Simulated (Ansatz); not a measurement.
Reaction (atomization): `[CH3][Sn]([NH2])([F])[F]` → C• + 2 F• + 5 H• + N• + Sn•

Isolated molecules relaxed with PBE0-D4/def2-TZVP in Ansatz; ΔE leaves out vibrations. CBS: MP2 limit from def2 TZ/QZ plus the TZ coupled-cluster correction, frozen cores. This one scheme is used for every species, atoms too. For atomizations the MP2-based limit and the directly extrapolated one differ by several kJ/mol either way, and by 10 to 25 for some Ge, Se and Sn compounds, so smaller differences from it don't rank the levels. Functionals use def2-TZVPP. HSE06 is defined as in plane-wave codes. Open shells (•) are unrestricted, without spin–orbit coupling. Spin–orbit coupling would lower the free atoms: a little for C, F; strongly for Sn. Elements past krypton have def2 core potentials. For Sn outer-core shells are correlated without core-valence functions, so the limit isn't a true one: a few kJ/mol of doubt a bond, and 10 to 20 or more in all where bonds break to atoms. Each species was taken in one conformer, which may not be the lowest.

(1) What is ΔE at CCSD(T)/CBS? (Estimate.)

(2) What do these levels give: PBE-D4, HSE06-D4, ωB97X-V, PBE-QIDH, CAM-B3LYP, HF/def2-SVP, CCSD/def2-SVP, CCSD(T)/def2-SVP, MP2/def2-TZVPP, SCS-MP2/def2-TZVPP, CCSD/def2-TZVPP, SCS-MP2/def2-QZVPP? (An estimate is asked.)

Largest T1 diagnostic among the species: 0.013.

Answers

(1) The calculation gave: +3512.0 kJ/mol.

(2) Computed: PBE-D4 3548.1, HSE06-D4 3451.4, ωB97X-V 3498.7, PBE-QIDH 3424.0, CAM-B3LYP 3479.8, HF/def2-SVP 2355.7, CCSD/def2-SVP 3174.5, CCSD(T)/def2-SVP 3209.1, MP2/def2-TZVPP 3451.2, SCS-MP2/def2-TZVPP 3429.1, CCSD/def2-TZVPP 3327.1, SCS-MP2/def2-QZVPP 3512.4 kJ/mol.

At CCSD(T), def2-SVP lies −302.9 kJ/mol from the extrapolated value and def2-TZVPP −123.6 kJ/mol: correlation converges slowly with the basis, and small sets miss more of it in the bonded molecule than in its fragments. Leaving LDA and LC-ωPBE aside and taking each functional with its dispersion term where it has one, the values, not all of them listed here, spread over 215.1 kJ/mol, from BHLYP-D4 to PBE-D4. LDA lies +481.6 kJ/mol from PBE without D4, its usual overbinding. In def2-TZVPP, CCSD(T) changes the Hartree–Fock value by +987.7 kJ/mol (the triples alone add +61.3 kJ/mol) and MP2 by +1050.6 kJ/mol; breaking electron pairs costs correlation energy, which Hartree–Fock lacks.
